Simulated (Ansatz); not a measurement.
Relaxation of ClH$_{3}$OSn (6 atoms, charge 0, multiplicity 1), to a largest force component of 0.03 eV/Å in at most 50 steps.

The calculation used RKS B3LYP-D4/def2-SVP in Ansatz 0.2.0.

```xyz
6
Properties=species:S:1:pos:R:3
Sn 0.011 0.106 -1.025
O 1.315 0.168 1.832
H 0.970 -0.649 2.222
H 1.968 -0.147 1.166
Cl -1.602 1.900 -0.987
H -1.088 -1.112 -0.280
```

Question: Where does it end, and by what steps?

Answer: It converged. After 25 steps the energy has fallen by 0.577 eV; H3 moved furthest, 1.69 Å. Joined: Sn1–O2 (3.14 → 2.44 Å).

| step | energy less start (eV) | largest force component (eV/Å) | accepted |
| --- | --- | --- | --- |
| 0 | 0.0000 | 1.033 | yes |
| 1 | -0.0918 | 1.629 | yes |
| 2 | -0.1712 | 0.929 | yes |
| 3 | -0.2294 | 1.987 | yes |
| 4 | -0.3207 | 0.910 | yes |
| 5 | -0.3520 | 0.321 | yes |
| 6 | -0.3650 | 0.203 | yes |
| 7 | -0.3712 | 0.075 | yes |
| 8 | -0.3741 | 0.094 | yes |
| 9 | -0.3762 | 0.185 | yes |
| 10 | -0.3765 | 0.185 | yes |
| 11 | -0.3713 | 0.743 | no |
| 12 | -0.3814 | 0.087 | yes |
| 13 | -0.3855 | 0.273 | yes |
| 14 | -0.3888 | 0.598 | yes |
| 15 | -0.3952 | 0.950 | yes |
| 16 | -0.4321 | 1.120 | yes |
| 17 | -0.4841 | 1.036 | yes |
| 18 | -0.5147 | 1.247 | yes |
| 19 | -0.5578 | 0.566 | yes |
| 20 | -0.5608 | 0.258 | yes |
| 21 | -0.5734 | 0.075 | yes |
| 22 | -0.5748 | 0.085 | yes |
| 23 | -0.5770 | 0.057 | yes |
| 24 | -0.5771 | 0.034 | yes |
| 25 | -0.5772 | 0.005 | yes |

```xyz
6
Properties=species:S:1:pos:R:3
Sn 0.176 -0.023 -1.071
O 1.336 0.150 1.071
H 0.677 0.801 1.395
H 1.169 -0.648 1.597
Cl -1.256 1.507 0.281
H -0.528 -1.522 -0.346
```

Whether the end is a true minimum wasn't checked by a vibrational analysis.

The run took 94 s on 1 thread of AMD EPYC 7R43 64-Core Processor (Zen 3) (shared host), peak memory 0.16 GiB.
